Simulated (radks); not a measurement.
Results of a calculation; reference values are marked as such.
Eu, 63 electrons, occupied as [Xe] 4f7.25 6s1.75 (fractional occupations, a model configuration). Code: a radial shooting solver on a logarithmic mesh with Libxc functionals. Model: Dirac Kohn-Sham, RPBE, spin-unpolarised, spherical densities, finite nucleus; open shells are shared between the two j in proportion to 2j + 1; Fermi nuclear charge, rms radius 5.1115 fm.

Unscreened Slater integrals over Kohn-Sham orbitals (eV). Large and small components are both included.

F0(4f7/2,4f7/2): 25.758
F2(4f7/2,4f7/2): 11.655
F4(4f7/2,4f7/2): 7.2110
F6(4f7/2,4f7/2): 5.1606
F0(4f7/2,4f5/2): 26.050
F2(4f7/2,4f5/2): 11.812
F4(4f7/2,4f5/2): 7.3120
G2(4f7/2,4f5/2): 11.789
G4(4f7/2,4f5/2): 7.2986
G6(4f7/2,4f5/2): 5.2244
F0(4f7/2,6s1/2): 7.2422
G3(4f7/2,6s1/2): 0.29017
F0(4f7/2,5p3/2): 17.200
F2(4f7/2,5p3/2): 6.0875
G2(4f7/2,5p3/2): 3.5545
G4(4f7/2,5p3/2): 2.6409
F0(4f5/2,4f5/2): 26.348
F2(4f5/2,4f5/2): 11.974
F4(4f5/2,4f5/2): 7.4164
F0(4f5/2,6s1/2): 7.2555
G3(4f5/2,6s1/2): 0.27239
F0(4f5/2,5p3/2): 17.308
F2(4f5/2,5p3/2): 6.0659
G2(4f5/2,5p3/2): 3.4853
G4(4f5/2,5p3/2): 2.6001
F0(6s1/2,6s1/2): 5.5601
F0(6s1/2,5p3/2): 7.0183
G1(6s1/2,5p3/2): 0.48832
F0(5p3/2,5p3/2): 14.676
F2(5p3/2,5p3/2): 7.8648
